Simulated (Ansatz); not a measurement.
One change: `[NH2][In]([Br])[Br]` becomes `[NH2][Ga]([Br])[Br]`.

Ansatz, PBE0-D4/def2-TZVP geometries, multiplicity 1. Each molecule was computed in one conformer, which needn't be the lowest.

Elements past krypton have def2 core potentials. Scalar relativity is left out up to krypton.

| property | `[NH2][In]([Br])[Br]` |
| --- | --- |
| HOMO–LUMO gap (PBE/def2-TZVPP) / eV | 3.59 |
| LUMO energy (ωB97M-V/def2-TZVPP) / eV | -0.31 |
| HOMO energy (B3LYP/def2-TZVPP) / eV | -7.71 |
| LUMO energy (B3LYP/def2-TZVPP) / eV | -2.48 |
| HOMO energy (PBE0/def2-TZVPP) / eV | -7.95 |
| LUMO energy (PBE/def2-TZVPP) / eV | -3.01 |

(1) Give the same properties after the change, and the shifts. (An estimate is asked.)

Answers

(1) Ansatz gave: 
| property | `[NH2][Ga]([Br])[Br]` | shift |
| --- | --- | --- |
| HOMO–LUMO gap (PBE/def2-TZVPP) / eV | 4.41 | 0.82 |
| LUMO energy (ωB97M-V/def2-TZVPP) / eV | 0.60 | 0.91 |
| HOMO energy (B3LYP/def2-TZVPP) / eV | -7.72 | -0.01 |
| LUMO energy (B3LYP/def2-TZVPP) / eV | -1.59 | 0.89 |
| HOMO energy (PBE0/def2-TZVPP) / eV | -7.98 | -0.03 |
| LUMO energy (PBE/def2-TZVPP) / eV | -2.17 | 0.84 |

B3LYP here is the variant with VWN-RPA as its local correlation; programs differ in this.

Spin–orbit coupling is left out; it splits and shifts lone-pair levels of the heavy atoms by tenths of an eV.
